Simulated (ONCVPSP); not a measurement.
## molybdenum (Mo), ONCV: configuration errors across variants

- Element: Mo (Z = 42)
- Generator: ONCVPSP 4.0.1
- Type: optimised norm-conserving Vanderbilt (ONCV)
- Functional: LDA (Perdew-Wang 92)
- Relativity: fully relativistic
- Frozen core: [Ar] 3d10
- Valence charge: 14
- Reference configuration: 4s2 4p6 4d5 5s1
- Partial waves: 4s+5s: rc 2.05 bohr, ncon 4, nbas 7, qcut 5.5 1/bohr, 2 projectors; 4p: rc 1.35 bohr, ncon 4, nbas 7, qcut 5.4 1/bohr, 2 projectors, debl 0.4 Ha; 4d: rc 1.35 bohr, ncon 3, nbas 6, qcut 8.4 1/bohr, local
- Local potential: the d channel
- Core correction: Teter function, fcfact 2.5, rcfact 1.2

Open shells are filled in proportion to 2j + 1.

In the p channel the program set the typed energies aside and used -1.388, 0.250 Ha (j = l + 1/2; the other j can differ).

All-electron excitation energies from the reference (eV): (1) 4s2 4p6 4d5 5s0 7.179; (2) 4s2 4p6 4d4 5s0 22.879; (3) 4s2 4p6 4d3 5s0 49.839; (4) 4s2 4p6 4d4 5s1 8.260.

A true bound ghost makes a file unfit for plane-wave use even where its test errors are small: the radial tests pick states by their node count and pass the ghost by.

Errors AE − PS in meV (a dash: test not solved or not reliable):

```csv
change,(1),(2),(3),(4),bound ghosts,GHOST(+) flags above zero
base,-1.4,+0.7,+7.9,+1.0,none,p1/2
"all radii but the core radius scaled by about 0.81 (s 1.66, p 1.10, d 1.10 bohr)",-0.7,+1.3,+7.9,+1.3,p3/2,"s, p1/2"
"all radii but the core radius scaled by about 0.89 (s 1.82, p 1.20, d 1.20 bohr)",-1.0,+1.1,+8.0,+1.3,p1/2,"p3/2, p1/2"
"all radii but the core radius scaled by about 1.21 (s 2.48, p 1.64, d 1.64 bohr)",-1.8,-0.1,+8.0,+0.7,none,none
"all radii but the core radius scaled by about 1.32 (s 2.70, p 1.78, d 1.78 bohr)",-1.9,-0.9,+6.5,+0.9,none,none
```

(1) Give the same row for: all radii but the core radius scaled by about 1.08 (s 2.20, p 1.46, d 1.46 bohr).

Answers

(1) -1.6, +0.4, +8.1, +0.8; bound ghosts: none; GHOST(+) flags above zero: none.
